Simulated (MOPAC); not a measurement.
MOPAC input (PM7):

```
PM7 PRECISE GNORM=0.05 LET XYZ GEO-OK AUX(PRECISION=9) THREADS=1
CH7BO2Si

C     2.20953200 1    0.44407100 1    0.27924700 1
Si    0.83028300 1   -0.77653100 1   -0.13866800 1
B    -0.98839900 1    0.13118700 1   -0.03974800 1
O    -1.15906800 1    1.45339400 1    0.28895500 1
O    -2.10598000 1   -0.59695500 1   -0.31101100 1
H     2.21815200 1    1.28439000 1   -0.41934500 1
H     3.18941300 1   -0.03331100 1    0.22896700 1
H     2.09085400 1    0.84309700 1    1.28966000 1
H     1.05869700 1   -1.32305300 1   -1.50183800 1
H     0.88654300 1   -1.91984300 1    0.80936400 1
H    -0.34322100 1    1.92711100 1    0.47204600 1
H    -2.91921700 1   -0.07883300 1   -0.23779900 1
```

Output:

```
 *******************************************************************************
 **                                                                           **
 **                              MOPAC v23.2.5                                **
 **                                                                           **
 *******************************************************************************
 ** MOPAC's Digital Object Identifier: https://doi.org/10.5281/zenodo.6511958 **
 **                                                                           **
 ** Please cite the open-source release paper for use of this MOPAC version:  **
 ** J. E. Moussa and J. J. P. Stewart (2026)                                  **
 ** MOPAC: An open-source semiempirical molecular orbital program             **
 ** J. Open Source Softw., 11(119), 8025, https://doi.org/10.21105/joss.08025 **
 *******************************************************************************

                              PM7 CALCULATION RESULTS

 *******************************************************************************
 *  PM7        - The PM7 Hamiltonian to be used
 *  GEO-OK     - OVERRIDE INTERATOMIC DISTANCE AND OTHER SAFETY CHECKS
 *  LET        - OVERRIDE SOME SAFETY CHECKS
 *  PRECISE    - TIGHTER CRITERIA TO BE USED
 *  XYZ        - CARTESIAN COORDINATE SYSTEM TO BE USED
 *  GNORM      - EXIT WHEN GRADIENT NORM DROPS BELOW 0.050
 *  AUX        - OUTPUT AUXILIARY INFORMATION
 *******************************************************************************
PM7 PRECISE GNORM=0.05 LET XYZ GEO-OK AUX(PRECISION=9) THREADS=1
 CH7BO2Si

   ATOM   CHEMICAL          X               Y               Z
  NUMBER   SYMBOL      (ANGSTROMS)     (ANGSTROMS)     (ANGSTROMS)

     1       C          2.20953200  *   0.44407100  *   0.27924700  *
     2      Si          0.83028300  *  -0.77653100  *  -0.13866800  *
     3       B         -0.98839900  *   0.13118700  *  -0.03974800  *
     4       O         -1.15906800  *   1.45339400  *   0.28895500  *
     5       O         -2.10598000  *  -0.59695500  *  -0.31101100  *
     6       H          2.21815200  *   1.28439000  *  -0.41934500  *
     7       H          3.18941300  *  -0.03331100  *   0.22896700  *
     8       H          2.09085400  *   0.84309700  *   1.28966000  *
     9       H          1.05869700  *  -1.32305300  *  -1.50183800  *
    10       H          0.88654300  *  -1.91984300  *   0.80936400  *
    11       H         -0.34322100  *   1.92711100  *   0.47204600  *
    12       H         -2.91921700  *  -0.07883300  *  -0.23779900  *

          CARTESIAN COORDINATES

    NO.       ATOM           X           Y           Z

     1         C          2.2095      0.4441      0.2792
     2        Si          0.8303     -0.7765     -0.1387
     3         B         -0.9884      0.1312     -0.0397
     4         O         -1.1591      1.4534      0.2890
     5         O         -2.1060     -0.5970     -0.3110
     6         H          2.2182      1.2844     -0.4193
     7         H          3.1894     -0.0333      0.2290
     8         H          2.0909      0.8431      1.2897
     9         H          1.0587     -1.3231     -1.5018
    10         H          0.8865     -1.9198      0.8094
    11         H         -0.3432      1.9271      0.4720
    12         H         -2.9192     -0.0788     -0.2378

 General Reference for PM7:
 "Optimization of Parameters for Semiempirical Methods VI: More Modifications to the
 NDDO Approximations and Re-optimization of Parameters", J. J. P. Stewart, J. Mol. Mod., 1:32, 19 (2013)
 https://link.springer.com/article/10.1007/s00894-012-1667-x

           Empirical Formula: C H7 O2 Si B  =    12 atoms

      MOLECULAR POINT GROUP   :   Cs

      RHF CALCULATION, NO. OF DOUBLY OCCUPIED LEVELS = 15

          Geometry optimization using EF

          DIAGONAL MATRIX USED AS START HESSIAN

 CYCLE:     1  GRAD.:    69.080 HEAT: -151.7691
 CYCLE:     2  GRAD.:   150.828 HEAT: -144.2855
 CYCLE:     3  GRAD.:    77.866 HEAT: -151.9148
 CYCLE:     4  GRAD.:   140.113 HEAT: -146.9856
 CYCLE:     5  GRAD.:   164.793 HEAT: -146.0201
 CYCLE:     6  GRAD.:    95.630 HEAT: -150.1791
 CYCLE:     7  GRAD.:    95.328 HEAT: -150.6707
 CYCLE:     8  GRAD.:    89.029 HEAT: -150.7351
 CYCLE:     9  GRAD.:    46.773 HEAT: -153.9563
 CYCLE:    10  GRAD.:    78.730 HEAT: -151.9242
 CYCLE:    11  GRAD.:    23.094 HEAT: -154.8645
 CYCLE:    12  GRAD.:    41.021 HEAT: -154.1582
 CYCLE:    13  GRAD.:    21.565 HEAT: -154.9705
 CYCLE:    14  GRAD.:    53.013 HEAT: -153.5961
 CYCLE:    15  GRAD.:     9.046 HEAT: -155.1706
 CYCLE:    16  GRAD.:    35.801 HEAT: -154.6406
 CYCLE:    17  GRAD.:     1.554 HEAT: -155.2184
 CYCLE:    18  GRAD.:     1.199 HEAT: -155.2263
 CYCLE:    19  GRAD.:     2.140 HEAT: -155.2542
 CYCLE:    20  GRAD.:     1.201 HEAT: -155.2633
 CYCLE:    21  GRAD.:     1.085 HEAT: -155.2692
 CYCLE:    22  GRAD.:     3.668 HEAT: -155.2761
 CYCLE:    23  GRAD.:     5.341 HEAT: -155.2821
 CYCLE:    24  GRAD.:     1.798 HEAT: -155.2994
 CYCLE:    25  GRAD.:     1.258 HEAT: -155.3047
 CYCLE:    26  GRAD.:     2.893 HEAT: -155.3025
 CYCLE:    27  GRAD.:     0.234 HEAT: -155.3068
 CYCLE:    28  GRAD.:     0.107 HEAT: -155.3069
 CYCLE:    29  GRAD.:     0.058 HEAT: -155.3069
 CYCLE:    30  GRAD.:     0.026 HEAT: -155.3069

     GRADIENT =  0.02553 IS LESS THAN CUTOFF =  0.05000

 -------------------------------------------------------------------------------
 PM7 PRECISE GNORM=0.05 LET XYZ GEO-OK AUX(PRECISION=9) THREADS=1
 CH7BO2Si

     GEOMETRY OPTIMISED USING EIGENVECTOR FOLLOWING (EF).
     SCF FIELD WAS ACHIEVED

                              PM7 CALCULATION
                                                       MOPAC v23.2.5 Linux

          FINAL HEAT OF FORMATION =       -155.30694 KCAL/MOL =    -649.80423 KJ/MOL

          COSMO AREA              =        133.88 SQUARE ANGSTROMS
          COSMO VOLUME            =        125.04 CUBIC ANGSTROMS

          GRADIENT NORM           =          0.02553          =       0.00737 PER ATOM
          IONIZATION POTENTIAL    =         10.047736 EV
          HOMO LUMO ENERGIES (EV) =        -10.048  0.091
          NO. OF FILLED LEVELS    =         15
          MOLECULAR WEIGHT        =         89.9606         POINT GROUP:  Cs

          MOLECULAR DIMENSIONS (Angstroms)

            Atom       Atom       Distance
            H    12    H     7     6.14572
            H    11    H     9     4.02612
            H    10    H     6     2.78682

          SCF CALCULATIONS        =         31

   ATOM   CHEMICAL          X               Y               Z
  NUMBER   SYMBOL      (ANGSTROMS)     (ANGSTROMS)     (ANGSTROMS)

     1       C          2.21491704  *   0.39810083  *   0.26777535  *
     2      Si          0.84603182  *  -0.78574554  *  -0.13987478  *
     3       B         -0.94085662  *   0.14712999  *  -0.03209503  *
     4       O         -1.20770002  *   1.48802055  *   0.29427547  *
     5       O         -2.07322905  *  -0.60930087  *  -0.31175938  *
     6       H          2.25181160  *   1.25400851  *  -0.42985537  *
     7       H          3.20674837  *  -0.08956767  *   0.21576075  *
     8       H          2.12376511  *   0.81025150  *   1.28879451  *
     9       H          1.01451408  *  -1.29413316  *  -1.49289800  *
    10       H          0.84301062  *  -1.88861459  *   0.80941601  *
    11       H         -0.53214717  *   2.12008877  *   0.50779306  *
    12       H         -2.92063055  *  -0.14612473  *  -0.25526389  *

                             CARTESIAN COORDINATES

   1    C        2.214917037     0.398100826     0.267775351
   2   Si        0.846031815    -0.785745545    -0.139874781
   3    B       -0.940856624     0.147129989    -0.032095028
   4    O       -1.207700017     1.488020546     0.294275472
   5    O       -2.073229051    -0.609300868    -0.311759376
   6    H        2.251811605     1.254008505    -0.429855367
   7    H        3.206748368    -0.089567669     0.215760751
   8    H        2.123765114     0.810251501     1.288794506
   9    H        1.014514080    -1.294133158    -1.492898004
  10    H        0.843010616    -1.888614593     0.809416006
  11    H       -0.532147170     2.120088769     0.507793063
  12    H       -2.920630554    -0.146124727    -0.255263892

           Empirical Formula: C H7 O2 Si B  =    12 atoms

      MOLECULAR POINT GROUP   :   Cs

                  EIGENVALUES
 -29.14748 -28.98100 -25.31043 -18.40369 -18.07719 -16.20686 -14.36046 -14.24145
 -13.57343 -13.51268 -12.99446 -12.02389 -11.83979 -11.76541 -10.04774   0.09066
   1.02188   1.95013   2.64021   3.03873   3.15406   5.60950   5.62996   5.86706
   6.25485   6.88076   8.01102  21.60021  21.77358  22.36230  22.41339  22.96977

              NET ATOMIC CHARGES AND DIPOLE CONTRIBUTIONS

  ATOM NO.   TYPE          CHARGE      No. of ELECS.   s-Pop       p-Pop       d-Pop
    1          C          -0.627544        4.6275     1.05075     3.57680
    2         Si           0.072360        3.9276     0.88462     2.90276     0.14026
    3          B           0.434631        2.5654     0.75483     1.81054
    4          O          -0.622537        6.6225     1.75590     4.86663
    5          O          -0.529974        6.5300     1.77172     4.75825
    6          H           0.164468        0.8355     0.83553
    7          H           0.168942        0.8311     0.83106
    8          H           0.164468        0.8355     0.83553
    9          H           0.040198        0.9598     0.95980
   10          H           0.040197        0.9598     0.95980
   11          H           0.357473        0.6425     0.64253
   12          H           0.337319        0.6627     0.66268
 DIPOLE           X         Y         Z       TOTAL
 POINT-CHG.     1.314     0.283     0.171     1.355
 HYBRID        -0.473     1.418     0.331     1.531
 SUM            0.841     1.700     0.502     1.962

          ATOMIC ORBITAL ELECTRON POPULATIONS

     Atom    s        px        py        pz      x^2-y^2     xz        z^2       yz        xy
    1  C   1.05075   1.20418   1.19540   1.17721
    2 Si   0.88462   0.90565   0.95679   1.04032   0.03121   0.01253   0.02897   0.03525   0.03230
    3  B   0.75483   0.83250   0.59409   0.38396
    4  O   1.75590   1.61733   1.44852   1.80078
    5  O   1.77172   1.35080   1.62107   1.78638
    6  H   0.83553
    7  H   0.83106
    8  H   0.83553
    9  H   0.95980
   10  H   0.95980
   11  H   0.64253
   12  H   0.66268

 **********************
 *                    *
 * JOB ENDED NORMALLY *
 *                    *
 **********************

 == MOPAC DONE ==
```

The geometry given is a B3LYP-D3(BJ)/def2-TZVP minimum.
